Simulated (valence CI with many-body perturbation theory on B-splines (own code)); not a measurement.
## Energy levels of Ho17+

Method: valence CI with perturbative core correlation (CI+MBPT): four valence electrons over a frozen Dirac-Fock core [Kr] 4d10, radial functions for each j: 7 s, 7 p, 7 d, 7 f, 4 g, 2 h, with the one-electron correlation potential Σ1, the two-electron term Σ2, the three-electron term Σ3, Breit, model QED; selected CI, second order for the rest, scaled by the run's own slope (own B-spline code, finite nucleus).

No measured spectrum was set against this ion. As an estimate, terms of the open shell hold to a few per cent of their energy, and close levels can change places.

Levels 1 to 45 of 199, with energies above the lowest level, 4f4 5I_4. "Leading %" is the weight of the configuration and term that name the level; weights of strongly mixed levels are sums over their largest components and can fall short. Lifetimes count E1, E2, E3, M1 and M2 decay at the calculated energies, and are blank where another channel may lead or the interval is too uncertain; long ones can be off by a factor of two.

```tsv
No.	Configuration	Term	J	E (cm⁻¹)	Leading %	Second component	Lifetime
1	4f4	5I	4	0.0	93	7 % 4f4 3H	
2	4f4	5I	5	5226	96		118 ms
3	4f4	5I	6	10457	96		94.0 ms
4	4f4	5I	7	15509	93	6 % 4f4 3K	121 ms
5	4f4	5I	8	20340	87	12 % 4f4 3K	234 ms
6	4f4	5F	1	26410	89	10 % 4f4 3D	
7	4f4	5F	2	26800	76	12 % 4f4 3D	203 s
8	4f4	5F	3	30137	87	5 % 4f4 3F	442 ms
9	4f4	5F	4	31111	42	22 % 4f4 3G	28.0 ms
10	4f4	5S	2	31799	81	13 % 4f4 3P	1.11 s
11	4f4	3K	6	34400	95		19.2 ms
12	4f4	5G	2	35875	80	14 % 4f4 3F	232 ms
13	4f4	5F	5	36739	69	18 % 4f4 3G	76.0 ms
14	4f4	5F	4	36809	50	28 % 4f4 3H	15.9 ms
15	4f4	5G	3	37299	63	28 % 4f4 3G	106 ms
16	4f4	3K	7	37351	59	33 % 4f4 3L	16.8 ms
17	4f4	3K	8	40987	35	24 % 4f4 3L	19.0 ms
18	4f4	3H	5	43659	40	24 % 4f4 5G	16.3 ms
19	4f4	5G	4	44459	71	23 % 4f4 3H	15.9 ms
20	4f4	3G	3	46341	64	28 % 4f4 5G	23.8 ms
21	4f4	3D	2	46868	45	14 % 4f4 1D	14.8 ms
22	4f4	5G	5	50164	62	35 % 4f4 3H	19.9 ms
23	4f4	3L	7	50190	65	33 % 4f4 3K	14.0 ms
24	4f4	3P	1	50265	55	37 % 4f4 3D	17.9 ms
25	4f4	5G	6	51063	60	36 % 4f4 3H	26.1 ms
26	4f4	3M	8	52603	58	23 % 4f4 3K	17.8 ms
27	4f4	3L	8	52750	58	22 % 4f4 1L	39.7 ms
28	4f4	3L	9	53537	57	43 % 4f4 3M	41.5 ms
29	4f4	1D	2	53713	42	34 % 4f4 3F	17.9 ms
30	4f4	3P	0	54243	100		138 ms
31	4f4	3D	3	54593	69	19 % 4f4 3F	29.5 ms
32	4f4	3F	4	54704	38	17 % 4f4 3H	10.4 ms
33	4f4	3H	6	55808	55	35 % 4f4 5G	32.5 ms
34	4f4	3G	4	57373	52	30 % 4f4 3F	21.7 ms
35	4f4	3I	5	57692	67	19 % 4f4 1H	19.4 ms
36	4f4	3F	2	60438	68	11 % 4f4 1D	7.76 ms
37	4f4	5D	0	61687	91	9 % 4f4 3P	237 ms
38	4f4	3P	1	61976	41	40 % 4f4 3D	14.0 ms
39	4f4	3I	6	62801	77	16 % 4f4 3H	16.6 ms
40	4f4	3G	5	63040	62	15 % 4f4 3I	13.9 ms
41	4f4	3P	2	63243	40	38 % 4f4 3F	15.0 ms
42	4f4	3M	10	63410	96	4 % 4f4 1N	104 ms
43	4f4	3M	9	63573	57	43 % 4f4 3L	34.1 ms
44	4f4	3I	7	63639	85	11 % 4f4 1K	23.6 ms
45	4f4	3F	3	64167	69	18 % 4f4 3D	12.6 ms
```

Names give the largest LS component (configuration and term), which can be under half, so a name can repeat, a term be missing and a line seem to break the LS rules; names also repeat where a configuration has a term twice.

Where two levels of one J and parity lie close, their mixing, g and order are uncertain.

The ionisation energy to 4f3 4I°_9/2 of the next ion comes out as 397.9 eV (NIST: 408 ± 20 eV (theoretical)). All 199 levels together are meant to be complete up to 436860 cm⁻¹.
